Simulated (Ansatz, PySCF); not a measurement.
NO2, SMILES [O-]N=O, charge -1.

Geometry optimised at TPSSh-D3(BJ)/def2-TZVPD.

Estimates of the vertical detachment energy (IE) of the anion in eV. Rows of orbital energies are one-electron estimates, which approximate functionals can put far too low.

```csv
level,IE
"−ε(HOMO), −ε(LUMO), PBE0/def2-TZVPD (PySCF)",0.18
"−ε(HOMO), −ε(LUMO), PBE/def2-TZVPD (PySCF)",-1.30
EOM-CCSD/aug-cc-pVDZ (PySCF),2.72
"ΔSCF, CAM-B3LYP/def2-TZVPD (Ansatz), final states of multiplicity 2",3.06
"ΔSCF, PBE/def2-TZVPD (Ansatz), final states of multiplicity 2",2.54
```

Problem. What vertical singlet–triplet gap does ΔSCF give with CAM-B3LYP/def2-TZVPD (Ansatz, a quantum-chemistry and plane-wave program) and with PBE/def2-TZVPD (Ansatz)? (Estimate from the structure and the level; the computed values follow.)

Solution. 2.32 and 2.41 eV (triplet above singlet where positive).
